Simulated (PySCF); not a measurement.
BrF2Ga.

```xyz
4

Ga     0.0000     0.0000    -0.7376
F      0.0000    -1.4720    -1.6531
F      0.0000     1.4720    -1.6531
Br     0.0000     0.0000     1.5035
```

Geometry optimised at PBE0-D3(BJ)/def2-SVP. The structure was generated by enumeration; whether it is a known compound was not checked.

Level of theory: B3LYP/pcSseg-1 (PySCF). Non-relativistic, no solvent.

Computed absolute GIAO shielding of each atom: isotropic value and principal components (ppm):
```json
[
 {"atom": "Ga1", "σ(iso)": "1520.6", "σ11": "1236.2", "σ22": "1540.8", "σ33": "1784.7", "span": "548.5"},
 {"atom": "F2", "σ(iso)": "302.7", "σ11": "184.5", "σ22": "302.2", "σ33": "421.5", "span": "236.9"},
 {"atom": "F3", "σ(iso)": "302.7", "σ11": "184.5", "σ22": "302.2", "σ33": "421.5", "span": "236.9"},
 {"atom": "Br4", "σ(iso)": "2645.3", "σ11": "2407.3", "σ22": "2528.9", "σ33": "2999.6", "span": "592.3"}
]
```
